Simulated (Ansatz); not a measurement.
Reactions of `F[SiH2]O[SiH](F)F`.

Gas-phase electronic energies from Ansatz, PBE0-D4/def2-TZVP geometries. CCSD(T)/CBS is the MP2 limit (def2-TZVPP, def2-QZVPP) plus CCSD(T) − MP2 in def2-TZVPP, frozen cores. This one scheme is used for every species, atoms too. DFT in def2-TZVPP. No spin–orbit coupling; open shells (•) take unrestricted orbitals. Spin–orbit coupling would lower the free atoms: a little for F, O, Si. One conformer a species, not always the lowest.

```
                                                               reaction  ωB97X-V (eV)  MP2/CBS(def2) (eV)  ωB97M-V (eV)
          `F[SiH2]O[SiH](F)F` + `C=C=N` → `C=C=N[SiH](F)F` + `O[SiH2]F`          0.61                0.58          0.61
          `F[SiH2]O[SiH](F)F` + `N=CF` → `F/C=N/[SiH2]F` + `O[SiH](F)F`          0.60                0.60          0.60
               `F[SiH2]O[SiH](F)F` + CH₃OH → `CO[SiH](F)O[SiH2]F` + H–F          0.41                0.37          0.41
                  `F[SiH2]O[SiH](F)F` + H₂S → `F[SiH](F)O[SiH2]S` + H–F          0.93                0.85          0.92
      `F[SiH2]O[SiH](F)F` + `[SiH3]S` → `F[SiH](F)S[SiH3]` + `O[SiH2]F`          0.68                0.66          0.68
                            `F[SiH2]O[SiH](F)F` → `F[Si]F` + `O[SiH2]F`          2.94                3.06          2.75
                         `F[SiH2]O[SiH](F)F` → 3 F• + 3 H• + O• + 2 Si•         38.57               40.16         38.51
`F[SiH2]O[SiH](F)F` + `N[SiH](F)F` → `F[SiH2]N[SiH](F)F` + `O[SiH](F)F`          0.52                0.52          0.51
                  `F[SiH2]O[SiH](F)F` + H₂O → `O[SiH2]O[SiH](F)F` + H–F          0.44                0.42          0.43
                          `F[SiH2]O[SiH](F)F` → `O[SiH](F)F` + `F[SiH]`          3.48                3.62          3.31
```

Give the CCSD(T)/CBS values in the same order. (Best estimate.)

Ansatz gave: 0.64, 0.64, 0.38, 0.89, 0.71, 2.93, 38.81, 0.53, 0.43, 3.43 eV.

Largest T1 diagnostic: 0.015, for `F[SiH]`.
